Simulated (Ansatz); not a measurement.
Correlation energies of C₅BrMnO₅, SMILES `[O+]#[C][Mn-5]([Br])([C]#[O+])([C]#[O+])([C]#[O+])[C]#[O+]` by basis set

```xyz
12

O    -0.997    2.676   -0.418
C    -0.604    1.621   -0.253
Mn    0.019   -0.051    0.008
Br    0.882   -2.367    0.370
C    -1.498   -0.878   -0.685
O    -2.408   -1.403   -1.101
C    -0.694   -0.203    1.721
O    -1.117   -0.319    2.762
C     0.830   -0.163   -1.664
O     1.331   -0.256   -2.673
C     1.634    0.513    0.742
O     2.622    0.830    1.191
```

Total charge 0; spin multiplicity 1. Correlated methods include outer-core shells of Br, Mn, which these sets cover unevenly. Scalar relativity is left out up to krypton. All single points use the PBE0-D4/def2-TZVP geometry. Frozen core, restricted reference, Ansatz 0.2.0.

```
     basis      HF (Eh)  MP2 corr.  CCSD corr.       (T)  CCSD(T) total
  def2-SVP  -4284.87697   -2.30101    -2.22841  -0.11267    -4287.21805
def2-TZVPP  -4286.03837   -2.95778    -2.82110  -0.16690    -4289.02637
def2-QZVPP  -4286.13173   -3.44938           –         –              –
```
